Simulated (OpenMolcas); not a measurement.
A calculation on Os6+.

```
Program             : OpenMolcas
Method              : XMS-CASPT2, IPEA 0.25 Eh, imaginary shift 0.1 Eh (closed shells correlated: 5s 5p)
Basis               : ANO-RCC-VTZP [8s7p5d3f2g1h]
Scalar Hamiltonian  : DKH2, point nucleus
Active space        : 2 electrons in 5 orbitals (5d)
State averaging     : 2S+1 = 3 even, 10 roots; 2S+1 = 1 even, 15 roots
Spin-orbit coupling : RASSI with atomic mean-field integrals over the reference wave functions, term energies averaged over their components
```

Q: Which level of the active space comes out lowest?

A: 5d2 3F2, with 87 % of that term; it is also the measured ground level.

Q: How high does 5d2 3F3 lie?

A: 10580 cm-1 above the lowest level; measured 10308 cm-1 above the ground level, so the calculation is off by +3 %.

Q: How high does 5d2 1S0 lie?

A: 58720 cm-1 above the lowest level; measured 57710 cm-1 above the ground level, so the calculation is off by +2 %.

Q: How high does 5d2 3F4 lie?

A: 18500 cm-1 above the lowest level.

Q: The level at 19860 cm-1 has J = 2. What is it made of, and what is its g factor?

A: 49 % 5d2 1D2, 40 % 5d2 3P, 11 % 5d2 3F; g = 1.167, against 1.000 from Landé's formula for the pure leading term.

Measured values: van het Hof, Joshi, Wyart and Sugar, J. Res. Natl. Inst. Stand. Technol. 100, 687 (1995).

Term energies are means over components that CASPT2 splits; among the terms shown or strongly mixed into the levels shown the widest spread is 410 cm-1 (5d2 3F). Measured partners are found by configuration, term and J. A level has none where our copy of the source lacks it or the pairing is in doubt (some pairs that miss far off the trend of their configuration count as doubtful), and it then counts in no deviation. Only configurations of the active space appear.
